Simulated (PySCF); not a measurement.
Compound: C5H6N2OS.
Numbering: `[CH3:1][S@@:2](=[O:3])[c:4]1[cH:5][n:6][cH:7][n:8][cH:9]1`

NICS is the negative of the GIAO shielding at a point without a nucleus: at the ring centre (0) and 1 Å above and below it (1); zz is the component along the ring normal. Level: GIAO PBE0/pcSseg-1 (PySCF, non-relativistic, gas phase) on the GFN2-xTB geometry, one conformer.

Ring bond lengths (Å), with Mayer bond orders in brackets: C4–C5 1.388 (1.36), C5–N6 1.322 (1.47), N6–C7 1.321 (1.47), C7–N8 1.322 (1.46), N8–C9 1.323 (1.49), C9–C4 1.387 (1.32).

Give the NICS values of each ring in ppm.

```tsv
ring	type	NICS(0)	NICS(1), two faces	NICS(1)zz, two faces	rms pucker (Å)	centre to ring atoms, mean (Å)
C4–C5–N6–C7–N8–C9	6-membered ring with 2 N; formal bonds all aromatic	-6.6	-11.1 / -11.0	-28.1 / -27.3	0.00	1.34
```

What can be read from them?

- C4–C5–N6–C7–N8–C9: mean NICS(1)zz -27.7 ppm, shielded, aromatic by this magnetic criterion (flat ring, no four-coordinate atom).

How equal are the bonds by HOMA? HOMA = 1 − mean of α(R − Ropt)² over the ring bonds, with Krygowski's 1993 parameters (CC: Ropt 1.388 Å, α 257.7 Å⁻²; CN: Ropt 1.334 Å, α 93.52 Å⁻²).

- C4–C5–N6–C7–N8–C9: HOMA 0.99; the largest term is that of N6–C7, α(R − Ropt)² = 0.02. The geometric and the magnetic index point the same way.

At the first NICS(1) probe listed for ring C4–C5–N6–C7–N8–C9, 1 Å off the ring, how large is the induced field along the normal in 7.05 T applied along it?

NICSzz × B0 = -28.1 ppm × 7.05 T = -198 μT, against the applied field.

List the ring angles and the Hirshfeld charges of the ring atoms.

- C4–C5–N6–C7–N8–C9: C4 116.7° (-0.042 e), C5 121.7° (+0.036 e), N6 116.7° (-0.156 e), C7 126.5° (+0.086 e), N8 116.9° (-0.161 e), C9 121.5° (+0.028 e); sum 720.0° against 720° for a flat convex ring.

The run took 27 s wall (grids of density and orbitals included) on one thread, Intel Xeon 6975P-C (x86_64), no GPU, shared host with 192 logical CPUs at a one-minute load of 72, and the process peaked at 0.84 GiB of memory. This is the whole shielding run at PBE0/pcSseg-1, SCF included.

Shape of the structure used: `[CH3:1][S@@:2](=[O:3])[c:4]1[cH:5][n:6][cH:7][n:8][cH:9]1`: C1–S2–C4–C5 -105°.
